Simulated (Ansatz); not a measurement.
Stepwise reaction of `O[Si](Cl)(Cl)Cl` with ammonia, as a gas-phase model of exchange steps in deposition or etching. ΔE in kJ/mol.

Calculated with Ansatz (gas phase, PBE0-D4/def2-TZVP geometries, no zero-point term in ΔE). CBS: MP2 limit from def2 TZ/QZ plus the TZ coupled-cluster correction, frozen cores. This one scheme is used for every species. Functionals use def2-TZVPP. B3LYP here is the variant with VWN-RPA as its local correlation; programs differ in this. One conformer a species, not always the lowest.

| step | reaction | PBE-D4 | B3LYP-D4 | ωB97M-V | CCSD(T)/CBS |
| --- | --- | --- | --- | --- | --- |
| 1 | `O[Si](Cl)(Cl)Cl` + NH₃ → `N[Si](O)(Cl)Cl` + HCl | 29.0 | 23.7 | 24.3 | 24.0 |
| 2 | `N[Si](O)(Cl)Cl` + NH₃ → `N[Si](N)(O)Cl` + HCl | 31.2 | 26.0 | 27.0 | 26.6 |
| 3 | `N[Si](N)(O)Cl` + NH₃ → `N[Si](N)(N)O` + HCl | 53.8 | 49.8 | 50.2 | 48.1 |

(1) By hand: ΔE of the 3 steps together at CCSD(T)/CBS.

Results:

(1) (24.0) + (26.6) + (48.1) = 98.7 kJ/mol, or 32.9 kJ/mol a step.

In ΔE each step is higher than the one before. All are uphill at CCSD(T)/CBS. PBE-D4 differs from CCSD(T)/CBS by 4.6 to 5.7 kJ/mol a step. Only this route is followed, and other bonds may react first. Isolated molecules leave out the surface, adducts and barriers. Largest T1 diagnostic: 0.010.
